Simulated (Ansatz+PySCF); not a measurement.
A calculation with PySCF 2.14.0.

```python
from pyscf import gto, scf, mp

mol = gto.M(atom="""
H 0.000000 0.000000 0.000000
H 0.000000 0.000000 1.800000
H 0.000000 0.000000 3.600000
H 0.000000 0.000000 5.400000
H 0.000000 0.000000 7.200000
H 0.000000 0.000000 9.000000
""", basis='cc-pvdz', charge=0, spin=0)
mf = scf.RHF(mol)
mf.kernel()
pt = mp.MP2(mf, frozen=None).run()
print(mf.e_tot, pt.e_corr, pt.e_tot)
```

The script is written out from the run's settings.

The run gave:

```
Converged          : yes
Reference energy   : -2.86170 hartree
Correlation energy : -0.13132 hartree
Total energy       : -2.99302 hartree
```

Caution: large amplitudes, a single reference is doubtful; an unrestricted determinant lies well below.
